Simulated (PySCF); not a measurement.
H$_{4}$AsSi (SMILES [SiH2][AsH2]), doublet, at the geometry of the source list; CAMB3LYP/6-31G (PySCF).

Here is a job for PySCF.
```python
from pyscf import gto, scf, dft

mol = gto.Mole()
mol.atom = '''
    Si   -1.03550000   -0.13270000    0.44430000
    As    1.28880000    0.12410000    0.73650000
    H    -1.68440000    1.10550000   -0.02080000
    H    -1.42950000   -1.15050000   -0.54920000
    H     1.52670000   -1.01960000   -0.19900000
    H     1.33390000    1.07330000   -0.41170000
'''
mol.basis = '6-31g'
mol.spin = 1
mol.verbose = 4
mol.build()

mf = dft.UKS(mol)
mf.xc = 'camb3lyp'
mf.kernel()
```

Task: Predict the main parts of the log of this PySCF run.

Result: 
```
PySCF version 2.14.0

[INPUT] verbose = 4
[INPUT] num. atoms = 6
[INPUT] num. electrons = 51
[INPUT] charge = 0
[INPUT] spin (= nelec alpha-beta = 2S) = 1
[INPUT] symmetry False subgroup None
[INPUT] Mole.unit = angstrom
[INPUT] Symbol           X                Y                Z      unit          X                Y                Z       unit  Magmom
[INPUT]  1 Si    -1.035500000000  -0.132700000000   0.444300000000 AA   -1.956811401987  -0.250766656730   0.839605317144 Bohr   0.0
[INPUT]  2 As     1.288800000000   0.124100000000   0.736500000000 AA    2.435479029339   0.234515012059   1.391783290742 Bohr   0.0
[INPUT]  3 H     -1.684400000000   1.105500000000  -0.020800000000 AA   -3.183054684217   2.089092230707  -0.039306303391 Bohr   0.0
[INPUT]  4 H     -1.429500000000  -1.150500000000  -0.549200000000 AA   -2.701363495066  -2.174129906312  -1.037837587611 Bohr   0.0
[INPUT]  5 H      1.526700000000  -1.019600000000  -0.199000000000 AA    2.885044874373  -1.926764756607  -0.376055498788 Bohr   0.0
[INPUT]  6 H      1.333900000000   1.073300000000  -0.411700000000 AA    2.520705677557   2.028243049496  -0.778000245483 Bohr   0.0

nuclear repulsion = 154.369041688064
number of shells = 26
number of NR pGTOs = 152
number of NR cGTOs = 48
basis = 6-31g
ecp = {}

******** <class 'pyscf.dft.uks.UKS'> ********
method = UKS
initial guess = minao
damping factor = 0
level_shift factor = 0
DIIS = <class 'pyscf.scf.diis.CDIIS'>
diis_start_cycle = 1
diis_space = 8
diis_damp = 0
SCF conv_tol = 1e-09
SCF conv_tol_grad = None
SCF max_cycles = 50
direct_scf = True
direct_scf_tol = 1e-13
number electrons alpha = 26  beta = 25
XC library pyscf.dft.libxc version 7.1.2
    S. Lehtola, C. Steigemann, M. J. T. Oliveira, and M. A. L. Marques,  SoftwareX 7, 1–5 (2018)
XC functionals = camb3lyp
    T. Yanai, D. P. Tew, and N. C. Handy,  Chem. Phys. Lett. 393, 51 (2004)
radial grids:
    Treutler-Ahlrichs [JCP 102, 346 (1995); DOI:10.1063/1.469408] (M4) radial grids

becke partition: Becke, JCP 88, 2547 (1988); DOI:10.1063/1.454033
pruning grids: <function nwchem_prune>
grids dens level: 3
symmetrized grids: False
atomic radii adjust function: <function treutler_atomic_radii_adjust>
small_rho_cutoff = 0
Set gradient conv threshold to 3.16228e-05
tot grids = 78840
init E= -2526.56935933964

cycle= 1 E= -2527.39380159715  delta_E= -0.824  |g|= 0.138  |ddm|= 1.57
cycle= 2 E= -2527.40473585174  delta_E= -0.0109  |g|= 0.103  |ddm|= 0.419
cycle= 3 E= -2527.40880777662  delta_E= -0.00407  |g|= 0.0149  |ddm|= 0.142
cycle= 4 E= -2527.40898264906  delta_E= -0.000175  |g|= 0.00453  |ddm|= 0.0337
cycle= 5 E= -2527.40902411001  delta_E= -4.15e-05  |g|= 0.00164  |ddm|= 0.0171
cycle= 6 E= -2527.40903049149  delta_E= -6.38e-06  |g|= 0.000613  |ddm|= 0.00655
cycle= 7 E= -2527.40903178094  delta_E= -1.29e-06  |g|= 0.000126  |ddm|= 0.00408
cycle= 8 E= -2527.40903183235  delta_E= -5.14e-08  |g|= 2.73e-05  |ddm|= 0.000789
cycle= 9 E= -2527.40903183469  delta_E= -2.34e-09  |g|= 9.32e-06  |ddm|= 0.000139
cycle= 10 E= -2527.40903183494  delta_E= -2.51e-10  |g|= 3.61e-06  |ddm|= 4.57e-05
Extra cycle  E= -2527.40903183497  delta_E= -2.68e-11  |g|= 2.07e-06  |ddm|= 1.37e-05
converged SCF energy = -2527.40903183497  <S^2> = 0.7515903  2S+1 = 2.0015897
```
